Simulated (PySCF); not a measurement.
C$_{7}$H$_{7}$O (SMILES [CH2]c1ccc(O)cc1), doublet, at a GFN2-xTB geometry; PySCF with PBE0/STO-3G.

The PySCF input:
```python
from pyscf import gto, scf, dft

mol = gto.M(
    atom='''
C    -2.818338    0.033977    0.261488
C    -1.447947    0.013488    0.133730
C    -0.737477   -1.196442   -0.117320
C     0.623604   -1.214070   -0.243791
C     1.360160   -0.028823   -0.128112
O     2.710769   -0.093964   -0.260952
C     0.693229    1.174806    0.118009
C    -0.670152    1.200705    0.245963
H    -3.347230    0.950289    0.450782
H    -3.399272   -0.866022    0.175617
H    -1.300335   -2.113312   -0.207435
H     1.159120   -2.131156   -0.433806
H     3.093877    0.786061   -0.160172
H     1.266857    2.089354    0.206787
H    -1.177650    2.134648    0.436029
''',
    basis='sto-3g',
    charge=0,
    spin=1,
    verbose=4,
)

mf = dft.UKS(mol)
mf.xc = 'pbe0'
mf.kernel()
mf.analyze()
```

It wrote (shortened):

```
PySCF version 2.14.0

[INPUT] verbose = 4
[INPUT] num. atoms = 15
[INPUT] num. electrons = 57
[INPUT] charge = 0
[INPUT] spin (= nelec alpha-beta = 2S) = 1
[INPUT] symmetry False subgroup None
[INPUT] Mole.unit = angstrom
[INPUT] Symbol           X                Y                Z      unit          X                Y                Z       unit  Magmom
[...]
nuclear repulsion = 334.511906597439
number of shells = 31
number of NR pGTOs = 141
number of NR cGTOs = 47
basis = sto-3g
ecp = {}

******** <class 'pyscf.dft.uks.UKS'> ********
method = UKS
initial guess = minao
damping factor = 0
level_shift factor = 0
DIIS = <class 'pyscf.scf.diis.CDIIS'>
diis_start_cycle = 1
diis_space = 8
diis_damp = 0
SCF conv_tol = 1e-09
SCF conv_tol_grad = None
SCF max_cycles = 50
direct_scf = True
direct_scf_tol = 1e-13
number electrons alpha = 29  beta = 28
XC library pyscf.dft.libxc version 7.1.2
    S. Lehtola, C. Steigemann, M. J. T. Oliveira, and M. A. L. Marques,  SoftwareX 7, 1–5 (2018)
XC functionals = pbe0
    C. Adamo and V. Barone,  J. Chem. Phys. 110, 6158 (1999)
    M. Ernzerhof and G. E. Scuseria,  J. Chem. Phys. 110, 5029 (1999)
radial grids:
    Treutler-Ahlrichs [JCP 102, 346 (1995); DOI:10.1063/1.469408] (M4) radial grids

becke partition: Becke, JCP 88, 2547 (1988); DOI:10.1063/1.454033
pruning grids: <function nwchem_prune>
grids dens level: 3
symmetrized grids: False
atomic radii adjust function: <function treutler_atomic_radii_adjust>
small_rho_cutoff = 0
Set gradient conv threshold to 3.16228e-05
tot grids = 181568
init E= -343.055536293212

cycle= 1 E= -341.34201300114  delta_E= 1.71  |g|= 0.303  |ddm|= 3.89
cycle= 2 E= -341.336389187442  delta_E= 0.00562  |g|= 0.351  |ddm|= 0.815
cycle= 3 E= -341.407279595131  delta_E= -0.0709  |g|= 0.0479  |ddm|= 0.462
cycle= 4 E= -341.409254761287  delta_E= -0.00198  |g|= 0.0188  |ddm|= 0.0945
cycle= 5 E= -341.409769612315  delta_E= -0.000515  |g|= 0.0108  |ddm|= 0.0496
cycle= 6 E= -341.409989863127  delta_E= -0.00022  |g|= 0.00469  |ddm|= 0.0349
cycle= 7 E= -341.410047605134  delta_E= -5.77e-05  |g|= 0.00337  |ddm|= 0.0232
cycle= 8 E= -341.410061806856  delta_E= -1.42e-05  |g|= 0.00105  |ddm|= 0.00788
cycle= 9 E= -341.410066298827  delta_E= -4.49e-06  |g|= 0.000667  |ddm|= 0.00587
cycle= 10 E= -341.410067517867  delta_E= -1.22e-06  |g|= 0.000272  |ddm|= 0.00339
cycle= 11 E= -341.410067742058  delta_E= -2.24e-07  |g|= 6.61e-05  |ddm|= 0.00177
[...]
converged SCF energy = -341.410067751986  <S^2> = 0.81040622  2S+1 = 2.0595206
Total Energy =                        -341.410067751986162
[...]
spin_pop of  5 O 2s        0.00194
spin_pop of  5 O 2px      -0.00322
spin_pop of  5 O 2py       0.00280
spin_pop of  5 O 2pz       0.07925
spin_pop of  6 C 1s        0.00000
spin_pop of  6 C 2s       -0.00940
spin_pop of  6 C 2px      -0.00975
spin_pop of  6 C 2py      -0.00935
spin_pop of  6 C 2pz      -0.10976
spin_pop of  7 C 1s       -0.00001
spin_pop of  7 C 2s        0.01425
spin_pop of  7 C 2px       0.01118
spin_pop of  7 C 2py       0.01463
spin_pop of  7 C 2pz       0.22430
spin_pop of  8 H 1s       -0.02551
spin_pop of  9 H 1s       -0.02552
spin_pop of  10 H 1s       -0.00939
spin_pop of  11 H 1s        0.00500
spin_pop of  12 H 1s       -0.00236
spin_pop of  13 H 1s        0.00489
spin_pop of  14 H 1s       -0.00985
 ** Mulliken Spin Density (per atom)  **
spin density of  0 C =      0.73065
spin density of  1 C =     -0.20196
spin density of  2 C =      0.25087
spin density of  3 C =     -0.13995
spin density of  4 C =      0.21625
spin density of  5 O =      0.08077
spin density of  6 C =     -0.13825
spin density of  7 C =      0.26435
spin density of  8 H =     -0.02551
spin density of  9 H =     -0.02552
spin density of  10 H =     -0.00939
spin density of  11 H =      0.00500
spin density of  12 H =     -0.00236
spin density of  13 H =      0.00489
spin density of  14 H =     -0.00985
 ** Mulliken pop alpha/beta on meta-lowdin orthogonal AOs **
 ** Mulliken pop       alpha | beta **
In total            29.00000 | 28.00000
 ** Mulliken atomic charges   ( Nelec_alpha | Nelec_beta ) **
charge of  0C =     -0.11397  (     3.42231      2.69166 )
charge of  1C =     -0.01132  (     2.90468      3.10664 )
charge of  2C =     -0.05017  (     3.15052      2.89965 )
charge of  3C =     -0.08626  (     2.97316      3.11310 )
charge of  4C =      0.06973  (     3.07326      2.85701 )
charge of  5O =     -0.13195  (     4.10636      4.02559 )
charge of  6C =     -0.10338  (     2.98256      3.12082 )
charge of  7C =     -0.05002  (     3.15719      2.89283 )
charge of  8H =      0.04771  (     0.46339      0.48890 )
charge of  9H =      0.04811  (     0.46319      0.48870 )
charge of  10H =      0.05232  (     0.46915      0.47854 )
charge of  11H =      0.05899  (     0.47300      0.46800 )
charge of  12H =      0.17307  (     0.41229      0.41465 )
charge of  13H =      0.04581  (     0.47954      0.47465 )
charge of  14H =      0.05133  (     0.46941      0.47926 )
Dipole moment(X, Y, Z, Debye):  0.92801,  1.22510,  0.10441
```
